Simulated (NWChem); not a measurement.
## Correlation energy of HAl

```xyz
2

Al     0.0000     0.0000     0.1203
H      0.0000     0.0000    -1.5639
```
Charge 0, spin multiplicity 1.

Everything below was run with NWChem. Structure: optimised with PBE/def2-SVP, a minimum by its harmonic frequencies.

Basis set: 6-31G*. Each correlation energy counts from its own Hartree-Fock reference.

The correlated methods keep 5 core orbitals frozen. The Pople sets run with spherical d functions. The structure started from a generated list of species. No row is a measurement; the coupled-cluster row has its own basis-set and correlation limits.

### Question
Order these methods by the correlation energy they give, lowest first: MP2, SCS-MP2, CR-CCSD[T], CCSD.

### Answer
CR-CCSD[T] (-61.8 mHa), CCSD (-61.0 mHa), SCS-MP2 (-48.3 mHa), MP2 (-41.6 mHa)
